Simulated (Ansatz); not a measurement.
Cost and result for the atomization energy of `[InH2][CH]1BO1` (8 atoms, 8 bonds).

Charge 0, multiplicity 1. Correlated methods include outer-core shells of In, which these sets cover unevenly. In: def2 effective core potential. The structure was optimised at the PBE0-D4/def2-TZVP level. Program: Ansatz. Hardware: A = 2 threads of an AMD EPYC 7R13 on a shared host; B = 2 threads of an AMD EPYC 7R13 on a shared host and a share of an NVIDIA H100 80 GB. Times are those of one run each, without the atoms' runs, and a repeat can differ threefold. Electronic energies, without spin–orbit coupling; frozen cores. CCSD(T)/CBS adds CCSD(T) − MP2 in def2-TZVPP to the MP2 limit, and its time is that of the two runs behind it. T1 = 0.016. With those shells the extrapolation isn't a true limit.

CCSD(T)/CBS is a level of theory with its own doubt, some kJ/mol a heavy atom from the limit and from the frozen cores, so smaller differences don't rank the functionals.

```json
{"level": "LDA (SPW92)/def2-TZVPP [A]", "functions": "199", "wall time": "1.2 s", "atomization (kcal/mol)": "727.5", "difference from CCSD(T)/CBS": "104.5", "per bond": "13.1"}
{"level": "revPBE-D4/def2-TZVPP [A]", "functions": "199", "wall time": "1.9 s", "atomization (kcal/mol)": "620.7", "difference from CCSD(T)/CBS": "-2.3", "per bond": "-0.3"}
{"level": "PBE-D4/def2-TZVPP (with forces) [A]", "functions": "199", "wall time": "2.4 s", "atomization (kcal/mol)": "639.8", "difference from CCSD(T)/CBS": "16.8", "per bond": "2.1"}
{"level": "PBE0-D4/def2-TZVPP [A]", "functions": "199", "wall time": "2.6 s", "atomization (kcal/mol)": "625.2", "difference from CCSD(T)/CBS": "2.2", "per bond": "0.3"}
{"level": "r2SCANh-D4/def2-TZVPP [A]", "functions": "199", "wall time": "4.4 s", "atomization (kcal/mol)": "624.3", "difference from CCSD(T)/CBS": "1.3", "per bond": "0.2"}
{"level": "CCSD(T)/def2-TZVPP [B]", "functions": "199", "wall time": "4.7 s", "atomization (kcal/mol)": "607.7", "difference from CCSD(T)/CBS": "-15.3", "per bond": "-1.9"}
{"level": "CCSD(T)/def2-SVP [A]", "functions": "88", "wall time": "5.5 s", "atomization (kcal/mol)": "589.9", "difference from CCSD(T)/CBS": "-33.1", "per bond": "-4.1"}
{"level": "B2PLYP/def2-TZVPP [A]", "functions": "199", "wall time": "6 s", "atomization (kcal/mol)": "615.8", "difference from CCSD(T)/CBS": "-7.2", "per bond": "-0.9"}
{"level": "PBE-QIDH/def2-TZVPP [A]", "functions": "199", "wall time": "6 s", "atomization (kcal/mol)": "620.5", "difference from CCSD(T)/CBS": "-2.5", "per bond": "-0.3"}
{"level": "ωB97X-V/def2-TZVPP [A]", "functions": "199", "wall time": "6.5 s", "atomization (kcal/mol)": "628.7", "difference from CCSD(T)/CBS": "5.7", "per bond": "0.7"}
{"level": "ωB97M-V/def2-TZVPP (with forces) [A]", "functions": "199", "wall time": "10 s", "atomization (kcal/mol)": "628.5", "difference from CCSD(T)/CBS": "5.5", "per bond": "0.7"}
{"level": "CCSD(T)/def2-QZVPP [B]", "functions": "373", "wall time": "12 s", "atomization (kcal/mol)": "617.5", "difference from CCSD(T)/CBS": "-5.5", "per bond": "-0.7"}
{"level": "CCSD(T)/CBS(def2)", "functions": "–", "wall time": "17 s", "atomization (kcal/mol)": "623.0", "difference from CCSD(T)/CBS": "0.0", "per bond": "0.0"}
```

At CCSD(T), def2-SVP lies −33.1 kcal/mol from the extrapolated value and def2-TZVPP −15.3 kcal/mol: correlation converges slowly with the basis, and small sets miss more of it in the bonded molecule than in its fragments. From r2SCAN to r2SCAN0 (25 % exact exchange), in def2-TZVPP and without D4, the atomization energy moves by −13.8 kcal/mol: exact exchange takes away binding that semilocal exchange gives to molecules. In def2-TZVPP, CCSD(T) changes the Hartree–Fock value by +169.2 kcal/mol (the triples alone add +12.1 kcal/mol) and MP2 by +181.4 kcal/mol; breaking electron pairs costs correlation energy, which Hartree–Fock lacks.

Spin–orbit coupling would lower the free In atoms strongly, and the atomization energy with them, by more than many differences here.
